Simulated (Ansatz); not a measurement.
Results of the Gaussian-basis code of Ansatz.

A structure relaxed at PBE0-D4/def2-TZVP, charge 0, multiplicity 1:

```xyz
8

N    -0.224   -1.138   -1.222
Si    0.476   -0.075   -0.104
F     2.042   -0.370   -0.264
Al   -0.346    1.773    1.014
S    -0.153   -0.192    1.974
H     0.304   -1.905   -1.605
H    -1.218   -1.267   -1.296
H    -0.880    3.174    1.503
```

**Question.** Give its formula and SMILES.

**Answer.** AlFH3NSSi, `N[Si]1(F)[AlH][S]1`.

**Question.** Summarise the bond lengths by kind.

**Answer.** 1 × N–Si 1.694 Å; 2 × H–N 1.005 to 1.007 Å; 1 × F–Si 1.602 Å; 1 × Al–Si 2.311 Å; 1 × S–Si 2.174 Å; 1 × Al–S 2.196 Å; 1 × Al–H 1.577 Å.
